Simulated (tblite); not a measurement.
Species: C₇H₁₁O₂P.
Cartesian coordinates in Å at the GFN2-xTB level; atoms count from 1:
```xyz
21
C7H11O2P angstrom
C      3.0550   -0.6591   -1.2206
C      2.5871   -0.3394   -0.1660
C      1.9927    0.0455    1.0865
P      0.1570    0.2308    0.9856
O     -0.4588    0.6228    2.2596
C     -0.4978   -1.3349    0.2834
C     -1.9374   -1.0315   -0.1352
O     -2.0197   -0.0552   -1.1442
C     -1.6760    1.2367   -0.7069
C     -0.1847    1.3851   -0.4014
H      3.4824   -0.9395   -2.1367
H      2.3858    1.0082    1.4302
H      2.1895   -0.7022    1.8620
H     -0.4878   -2.1079    1.0540
H      0.0951   -1.6544   -0.5729
H     -2.4144   -1.9222   -0.5533
H     -2.5025   -0.7058    0.7523
H     -1.9736    1.9073   -1.5176
H     -2.2487    1.4937    0.1978
H      0.4161    1.1326   -1.2742
H      0.0318    2.4064   -0.0828
```

Computed values, GFN2-xTB/tblite, gas phase, harmonic and unscaled. The method is semi-empirical: single wavenumbers can be off by several per cent or more. One conformer, not necessarily the lowest.

Harmonic wavenumbers (cm⁻¹): 55.5, 67.1, 134.1, 148.6, 198.5, 227.6, 257.7, 295.7, 331.8, 358.2, 395.8, 401.4, 414.2, 543.9, 636.1, 638.6, 666.2, 693.0, 741.1, 780.9, 835.2, 845.5, 907.3, 943.0, 970.6, 998.6, 1005.8, 1040.5, 1064.6, 1091.2, 1128.0, 1130.3, 1173.5, 1175.4, 1227.3, 1260.2, 1269.3, 1291.8, 1330.9, 1343.1, 1389.5, 1404.8, 1410.7, 1452.6, 1460.7, 2289.8, 2864.2, 2866.7, 2917.8, 2929.5, 2962.5, 2963.2, 2968.0, 2969.8, 2994.1, 2998.8, 3397.3.

A = 1706, B = 921.1, C = 804.8 MHz; mass 158.050 u (most abundant isotopes); point group Cs, symmetry number 1.

Question: What is the zero-point energy?

Answer: ½Σν̃ = 36129 cm⁻¹ = 103.30 kcal/mol.

Question: Entropy at 500 K, 1 bar (ideal gas, RRHO, classical rotation)?

Answer: Translation 43.68, rotation 31.46, vibration 54.44: S = 129.6 cal/(mol K).

Question: And Cp and H(500 K) − H(0)?

Answer: Cp = 64.48 cal/(mol K), of which vibrations give 56.53 (their classical limit is 57 R = 113.3); H(500 K) − H(0) = 18.44 kcal/mol without the zero-point energy, 14.46 from vibrations.

Question: What must be added to the electronic energy to get the Gibbs energy at 500 K and 1 bar?

Answer: ZPE + [H(500 K) − H(0)] − T·S = 103.30 + 18.44 − 64.79 = 56.95 kcal/mol.

Question: Blend soft modes into free rotors: weight 1/[1 + (100 cm⁻¹/ν̃)⁴] for the oscillator and the rest for a rotor with moment μB/(μ + B), μ = h/(8π²ν), B = 10⁻⁴⁴ kg m². What vibrational entropy results?

Answer: 51.31 cal/(mol K) in place of 54.44, which changes −T·S at 500 K by +1.56 kcal/mol.

Question: How do the functions run with temperature in this model?

Answer: 
| T (K) | S (cal/(mol K)) | Cp (cal/(mol K)) | H − H(0) (kcal/mol) | G − H(0) (kcal/mol) | ln q(vib) |
| --- | --- | --- | --- | --- | --- |
| 150 | 79.2 | 25.2 | 2.39 | -9.48 | 2.81 |
| 250 | 94.8 | 37.3 | 5.51 | -18.20 | 5.59 |
| 298.15 | 101.9 | 43.2 | 7.45 | -22.93 | 6.96 |
| 400 | 116.3 | 54.9 | 12.46 | -34.05 | 9.92 |
| 600 | 142.0 | 72.3 | 25.29 | -59.94 | 15.73 |
| 900 | 174.7 | 88.4 | 49.61 | -107.61 | 24.01 |

q(vib) and H(0) count from the zero-point level.

Hindered rotation and anharmonicity are outside this model. Other conformers, if any are populated, would add a mixing term that is left out.

Time: 0.8 s. Hardware: one thread of an Arm Neoverse V2, on a shared host. This covers the Hessian and the dipole derivatives.
